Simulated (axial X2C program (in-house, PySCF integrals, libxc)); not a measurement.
Low determinants of RhP⁻ at the PBE0 level, without spin–orbit coupling

Computed with an in-house relativistic program for diatomic molecules. Spin-free means the one-electron spin-free X2C Hamiltonian. Basis: Rh dyall-acv3z [13s13p9d5f3g], P dyall-av3z [9s8p3d2f] (cores contracted in-house); Gaussian nuclei, density fitting, unrestricted open shells. Masses: Rh 102.906 u, P 30.974 u.

Search at 2.120 Å (vertical energies from the lowest determinant):

| ΔE (eV) | state | electrons beyond evenly filled partner blocks | electrons in σ, π, δ, φ |
| --- | --- | --- | --- |
| 0.00 | M_S = 3/2, Λ = 0 | σα, π+α, π-α | 27 26 8 0 |
| 0.03 | M_S = 3/2, Λ = 2 | π+α, π-α, δ+α, δ+β, δ-α | 28 26 7 0 |
| 0.23 | M_S = 1/2, Λ = 1 | π+α | 28 25 8 0 |
| 0.62 | M_S = 1/2, Λ = 0 | σα, π+β, π-α | 27 26 8 0 |
| 0.62 | M_S = 1/2, Λ = 2 | σα, π+α, π+β | 27 26 8 0 |
| 0.93 | M_S = 3/2, Λ = 3 | σα, π+α, π+β, π-α, δ+α, δ+β, δ-α | 27 27 7 0 |
| 0.96 | M_S = 3/2, Λ = 1 | σα, π+α, π-α, π-β, δ+α, δ+β, δ-α | 27 27 7 0 |

Lowest determinant, M_S = 3/2, Λ = 0 (beyond evenly filled blocks: σα, π+α, π-α): Re = 2.060 Å, ωe = 482.7 cm⁻¹.

The determinant in row 2 of the search, M_S = 3/2, Λ = 2 (beyond evenly filled blocks: π+α, π-α, δ+α, δ+β, δ-α), was followed along the bond at PBE0; measured from the minimum of the lowest determinant it gives:

Te = 0.064 eV (516 cm⁻¹), Re = 2.110 Å, ωe = 456.6 cm⁻¹.

Question: Compare the bond of the determinant in row 2 with that of the lowest one.

Answer: At PBE0 its Re is 0.050 Å longer and its force constant, which goes as ωe², is 0.89 times that of the lowest determinant. T0 ≈ Te + Δωe/2 = 516 + (-13) = 503 cm⁻¹.

The search compares states at one distance, so a state with another bond length can lie lower; it is not exhaustive and yields mostly the lowest determinant of each block pattern, so other components and higher states of one pattern are missing. These are energies of single determinants, not of spin-adapted states; PBE0 term energies can be off by some tenths of an eV, and the functional has no current term. The lowest determinant need not be the ground state where others lie within half an eV. For an anion, determinants above electron detachment are held by the basis set. The highest occupied level of some functionals is positive through self-interaction error; at Hartree–Fock it is bound. Row 1 has a positive highest level at its minimum.
